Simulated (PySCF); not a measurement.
Compound: C5H9N3.
Geometry (GFN2-xTB, Å), atoms numbered from 1 in this order:
```xyz
17
C5H9N3 angstrom
C     -1.349    1.871   -0.221
C     -0.368    0.772   -0.045
N      0.910    0.971    0.257
N      1.435   -0.231    0.329
C      2.822   -0.453    0.603
N      0.594   -1.212    0.092
C     -0.569   -0.620   -0.150
C     -1.815   -1.361   -0.464
H     -1.764    1.848   -1.228
H     -0.857    2.826   -0.057
H     -2.170    1.763    0.486
H      3.398   -0.471   -0.325
H      2.929   -1.411    1.109
H      3.186    0.355    1.235
H     -2.586   -1.134    0.271
H     -2.189   -1.072   -1.446
H     -1.614   -2.428   -0.456
```

Mayer bond orders were computed from the PBE0/pcSseg-1 density (PySCF). Isolated species at its GFN2-xTB geometry, gas phase.

Question: Rank these bonds by Mayer order, highest first.
A. N4–C5
B. C2–N3
C. C7–C2
D. N3–N4
E. C7–C8

Answer: B (1.48), C (1.32), D (1.23), E (1.08), A (0.90).

Set the orders of all bonds between heavy atoms beside their lengths and the difference of the Hirshfeld charges at their ends.

```csv
bond,Mayer order,length (Å),q(first) − q(second) (e)
C2–N3,1.482,1.328,+0.162
N6–C7,1.482,1.328,-0.162
C7–C2,1.323,1.409,0.000
N3–N4,1.225,1.314,-0.235
N4–N6,1.225,1.314,+0.234
C1–C2,1.077,1.483,-0.133
C7–C8,1.077,1.483,+0.133
N4–C5,0.902,1.430,+0.144
```

For a closed shell the Mayer order of atoms A and B is Σ (PS)μν (PS)νμ over the basis functions μ on A and ν on B, with P the density and S the overlap matrix.
